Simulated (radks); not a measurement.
Yb V, configuration [Xe] 4f12. Calculated with a radial shooting solver on a logarithmic mesh with Libxc functionals: Dirac Kohn-Sham, PBE, spin-unpolarised, spherical densities, point nucleus; open shells are shared between the two j in proportion to 2j + 1.

Unscreened Slater integrals over Kohn-Sham orbitals (eV). Large and small components are both included. Empty in this configuration: 5d3/2.

\begin{tabular}{lr}
integral & value \\ \hline
F0(4f7/2,4f7/2) & 35.950 \\
F2(4f7/2,4f7/2) & 17.087 \\
F4(4f7/2,4f7/2) & 10.719 \\
F6(4f7/2,4f7/2) & 7.7112 \\
F0(4f7/2,4f5/2) & 36.212 \\
F2(4f7/2,4f5/2) & 17.219 \\
F4(4f7/2,4f5/2) & 10.804 \\
G2(4f7/2,4f5/2) & 17.166 \\
G4(4f7/2,4f5/2) & 10.772 \\
G6(4f7/2,4f5/2) & 7.7503 \\
F0(4f7/2,5p3/2) & 21.655 \\
F2(4f7/2,5p3/2) & 7.1342 \\
G2(4f7/2,5p3/2) & 3.4124 \\
G4(4f7/2,5p3/2) & 2.6950 \\
F0(4f7/2,5p1/2) & 22.904 \\
G4(4f7/2,5p1/2) & 3.1850 \\
F0(4f7/2,5d3/2) & 17.066 \\
F2(4f7/2,5d3/2) & 4.3757 \\
G3(4f7/2,5d3/2) & 1.6417 \\
G5(4f7/2,5d3/2) & 1.2603 \\
F0(4f5/2,4f5/2) & 36.479 \\
F2(4f5/2,4f5/2) & 17.357 \\
F4(4f5/2,4f5/2) & 10.893 \\
F0(4f5/2,5p3/2) & 21.711 \\
F2(4f5/2,5p3/2) & 7.0659 \\
G2(4f5/2,5p3/2) & 3.3162 \\
G4(4f5/2,5p3/2) & 2.6305 \\
F0(4f5/2,5p1/2) & 22.969 \\
G2(4f5/2,5p1/2) & 3.9970 \\
F0(4f5/2,5d3/2) & 17.095 \\
F2(4f5/2,5d3/2) & 4.3168 \\
G1(4f5/2,5d3/2) & 1.9029 \\
G3(4f5/2,5d3/2) & 1.5939 \\
F0(5p3/2,5p3/2) & 17.878 \\
F2(5p3/2,5p3/2) & 9.6852 \\
F0(5p3/2,5p1/2) & 18.460 \\
G2(5p3/2,5p1/2) & 9.8487 \\
F0(5p3/2,5d3/2) & 15.164 \\
F2(5p3/2,5d3/2) & 7.6474 \\
G1(5p3/2,5d3/2) & 9.2717 \\
G3(5p3/2,5d3/2) & 5.7505 \\
F0(5p1/2,5p1/2) & 19.127 \\
F0(5p1/2,5d3/2) & 15.477 \\
G1(5p1/2,5d3/2) & 8.6852 \\
F0(5d3/2,5d3/2) & 13.487 \\
F2(5d3/2,5d3/2) & 7.1511 \\
\end{tabular}
